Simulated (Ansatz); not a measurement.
The same ligand exchange along the group C, Si, Sn.

Gas-phase electronic energies from Ansatz, PBE0-D4/def2-TZVP geometries. CBS: MP2 limit from def2 TZ/QZ plus the TZ coupled-cluster correction, frozen cores. This one scheme is used for every species. def2 core potentials past Kr. For Sn outer-core shells are correlated without core-valence functions, which leaves a few kJ/mol of doubt a bond.

```tsv
reaction	CCSD/CBS(def2) (kJ/mol)	CCSD(T)/CBS(def2) (kJ/mol)
`C[S][AlH2]` + H₂S → CH₃SH + `[AlH2][SH]`	-7	-6
`[AlH2][S][SiH3]` + H₂S → `[SiH3]S` + `[AlH2][SH]`	6	7
`[AlH2][S][SnH3]` + H₂S → `[SH][SnH3]` + `[AlH2][SH]`	10	11
```

Largest T1 diagnostic: 0.013, for `[AlH2][S][SnH3]`.
